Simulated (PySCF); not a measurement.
19F chemical shifts

- GIAO PBE0/pcSseg-1 shieldings
- GFN2-xTB geometry
- program: PySCF
- a single conformation, rapidly exchanging positions averaged, isolated molecule, no relativistic terms

Shieldings were converted by a linear fit to measured shifts: 19F (scatter 6.0 ppm rms, 7.0 ppm with the 5 outliers that the fit left out vs CFCl3, solution or neat liquid, with a term for F on sp3 carbon). A few per cent of atoms miss by over 2 rms, more outside the fitted compound classes.

Q: Give the 19F shifts of `COC(=O)CC#C[C@H](C)F`, `Fc1ccncc1`, `Cc1ccc(F)cn1`, `CCCCC(F)=C(F)F`, `C=C[C@@H](Cl)[C@@](C)(F)C=O`.

A: 
```
                                                  compound                environment  δ (ppm)
                                      COC(=O)CC#C[C@H](C)F  fluorine on an sp3 carbon   -173.7
                                                 Fc1ccncc1              aryl fluorine   -101.3
                                              Cc1ccc(F)cn1              aryl fluorine   -133.0
[CH3:1][CH2:2][CH2:3][CH2:4][C:5]([F:6])=[C:7]([F:8])[F:9]       F9: vinylic fluorine   -107.3
[CH3:1][CH2:2][CH2:3][CH2:4][C:5]([F:6])=[C:7]([F:8])[F:9]       F8: vinylic fluorine   -124.6
[CH3:1][CH2:2][CH2:3][CH2:4][C:5]([F:6])=[C:7]([F:8])[F:9]       F6: vinylic fluorine   -181.5
                               C=C[C@@H](Cl)[C@@](C)(F)C=O  fluorine on an sp3 carbon   -180.5
```

Q: Order these by 19F shift, lowest first.
A. Nc1ccc(F)cc1
B. C=C[C@@H](C)[C@H](F)C(=O)Cl
C. Fc1ccncc1
D. CC(=O)/C=C(/Cl)OCF
E. C=C1C[C@@]1(C#N)CF

A: E (-207.6 ppm, fluorine on an sp3 carbon), B (-181.2 ppm, fluorine on an sp3 carbon), D (-167.2 ppm, fluorine on an sp3 carbon), A (-129.9 ppm, aryl fluorine), C (-101.3 ppm, aryl fluorine).
